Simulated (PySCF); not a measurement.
How the method changes the constants of KH

State: ¹Σ⁺ (singlet), closed shell. Set-up: K 3-21G, H 3-21G; no relativity (PySCF 2.14). De refers to K + H in their ground configurations, without counterpoise correction. A positive dipole means K(−)H(+).

```csv
Level,Re (Å),ωe (cm⁻¹),De (eV),μ (D)
RHF,2.361,966,0.52,-9.21
RHF-MP2,2.382,915,0.88,n/a
RHF-SCS-MP2,2.386,905,0.96,n/a
RHF-CCSD,2.418,835,1.15,n/a
RHF-CCSD(T),2.418,835,1.15,n/a
LDA,2.304,920,1.80,-7.36
PBE,2.338,894,1.53,-7.52
BP86,2.342,895,1.71,-7.83
r²SCAN,2.356,913,1.54,-8.40
r²SCANh,2.349,925,1.51,-8.49
PBE0,2.326,931,1.43,-8.16
```

Which functional lies closest to RHF-CCSD(T) in De, which farthest, and by how much do they differ from it?

Closest is PBE0 (-9.2 pm in Re, +11.5 % in ωe, +0.28 eV in De against RHF-CCSD(T) in the same basis), farthest LDA (-11.4 pm in Re, +10.2 % in ωe, +0.65 eV in De). CCSD(T) converges more slowly with the basis than the functionals do and binds too weakly in this one, so the order can change at the basis-set limit.

What does a quarter of exact exchange do here, going from PBE to PBE0?

PBE0 less PBE: -1.2 pm in Re, +4.1 % in ωe, -0.10 eV in De. Exact exchange removes part of the self-interaction that spreads semilocal densities, and in most molecules shortens and stiffens the bond and lowers De; so it does here.

What does the step from GGA to meta-GGA do here, going from PBE to r²SCAN?

r²SCAN less PBE: +1.8 pm in Re, +2.1 % in ωe, +0.01 eV in De. 

Measured (Huber and Herzberg, Constants of Diatomic Molecules (1979)): Re = 2.2425 Å, ωe = 983.6 cm⁻¹.

Correlated steps freeze 5 core orbitals. Where the molecule has an RHF reference, its open-shell atoms are computed with UHF. The CCSD T1 diagnostic is raised, a sign that a single reference may not be enough here. 3-21G is very small, so such numbers show the basis as much as the molecule.
